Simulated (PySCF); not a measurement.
SiHFBr2, SMILES [SiH](Br)(F)Br.

Geometry: TPSSh-D3(BJ)/def2-SVP. The structure was generated by enumeration, and PubChem lists no compound with its InChIKey, so it may never have been made.

Level of theory: TPSSh-D3(BJ)/def2-SVP (PySCF).

Frequencies are harmonic and unscaled.

```csv
mode,ν (cm⁻¹),IR (km/mol),moving atoms (share of kinetic energy)
1,116,0.6,"Br 79 %, Si 12 %, F 8 %"
2,201,4.6,"F 76 %, Br 22 %"
3,244,7.1,"F 46 %, Si 30 %, Br 23 %"
4,409,38.3,"Si 65 %, Br 26 %"
5,495,144.4,"Si 74 %, Br 19 %"
6,784,225.3,H 91 %
7,817,43.6,"H 88 %, F 10 %"
8,917,165.1,"F 51 %, Si 44 %"
9,2344,72.0,H 97 %
```
